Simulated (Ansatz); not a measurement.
Cost and result up the ladder for the cluster Ca2Si⁻ (3 atoms). The state is a doublet with charge -1. Geometry: B3LYP-D4/def2-TZVPD.

```tsv
atom	x (Å)	y (Å)	z (Å)
Ca1	-1.0373	-1.1911	-1.1361
Ca2	0.9009	1.7201	-0.1226
Si3	0.1364	-0.5290	1.2587
```

Ansatz on 4 threads of Arm Neoverse V1 on a shared host. Times are rough, summed over both states, and most runs start from the orbitals of an earlier one. ωB97M-V/def2-TZVPD serves as the yardstick here, not as an exact answer. The other state is a quartet at its own geometry, which has other bonds, so the gap mixes isomer and spin.

HSE06 is defined as in plane-wave codes, on full-range PBE exchange. Correlated methods freeze 15 core orbitals; core or outer-core shells of Ca are correlated, in sets that lack core-valence functions. The structure comes from a short search, and lower isomers may exist.

Run but left out: HF/STO-3G, HF/def2-TZVPD, r2SCAN-D4/def2-TZVPD, CAM-B3LYP-D4/def2-TZVPD, B2PLYP/def2-TZVPD, PBE-QIDH/def2-TZVPD, MP2/def2-TZVPD (doublet: ⟨S²⟩ 1.14 to 2.30, where a pure state has 0.75); HF/def2-TZVPPD, MP2/def2-TZVPPD, CCSD/def2-TZVPPD, CCSD(T)/def2-TZVPPD (flagged by the program: other amplitudes).

Correlated methods converge slowly with the basis.

```csv
level,functions,quartet − doublet (eV),difference from ωB97M-V/def2-TZVPD (eV),remarks
HSE06-D4/def2-TZVPD (with forces),115,-0.10,-0.08,"HOMO above zero (doublet), HOMO above zero (quartet), spin-contaminated (⟨S²⟩ 0.86) (doublet)"
ωB97M-V/def2-TZVPD,115,-0.02,0.00,–
PBE-D4/def2-TZVPD,115,0.09,0.11,"HOMO above zero (doublet), HOMO above zero (quartet)"
PBE0-D4/def2-TZVPD,115,-0.12,-0.09,spin-contaminated (⟨S²⟩ 0.95) (doublet)
RPA@PBE/def2-TZVPD,115,-0.17,-0.14,–
```

(1) Estimate how long each takes.

## Answers

(1) PBE-D4/def2-TZVPD 6.1 s; RPA@PBE/def2-TZVPD 6.8 s; HSE06-D4/def2-TZVPD (with forces) 10 s; ωB97M-V/def2-TZVPD 35 s; PBE0-D4/def2-TZVPD 44 s. On shared hardware such times vary by a factor of up to 3.
